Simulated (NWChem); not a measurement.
# C3H7NSi; SMILES C(#C)C[SiH2]N

```xyz
12

C      0.6371    -2.4773     0.2209
C     -0.1411    -1.6104    -0.1054
C     -1.0244    -0.5083    -0.4662
Si    -0.3740     1.1308     0.2588
N      1.2550     1.3323    -0.2987
H      1.2926    -3.2718     0.4946
H     -2.0426    -0.6892    -0.0953
H     -1.0907    -0.4090    -1.5576
H     -1.1724     2.2771    -0.2570
H     -0.5773     1.0658     1.7386
H      1.7146     2.2284    -0.1895
H      1.9054     0.5723    -0.1295
```
Atoms are numbered in this order, from 1.

Coordinates come from a B3LYP/6-31G* (spherical d) optimisation.

Q: Give the principal values of the shielding tensors (ppm) of C1, C2, C3, Si4, N5 from Hartree-Fock/6-31G* (spherical d), GIAO (NWChem), with their diamagnetic and paramagnetic parts as GIAO splits them.

A: 
```json
[
 {"atom": "C1", "σ11": "66.8", "σ22": "71.9", "σ33": "260.0", "isotropic": "132.9", "diamagnetic": "279.6", "paramagnetic": "-146.8"},
 {"atom": "C2", "σ11": "36.9", "σ22": "43.0", "σ33": "297.9", "isotropic": "125.9", "diamagnetic": "257.3", "paramagnetic": "-131.3"},
 {"atom": "C3", "σ11": "192.8", "σ22": "196.7", "σ33": "204.3", "isotropic": "198.0", "diamagnetic": "252.1", "paramagnetic": "-54.1"},
 {"atom": "Si4", "σ11": "447.9", "σ22": "463.2", "σ33": "499.9", "isotropic": "470.4", "diamagnetic": "879.1", "paramagnetic": "-408.8"},
 {"atom": "N5", "σ11": "247.5", "σ22": "266.1", "σ33": "295.2", "isotropic": "269.6", "diamagnetic": "323.5", "paramagnetic": "-53.9"}
]
```
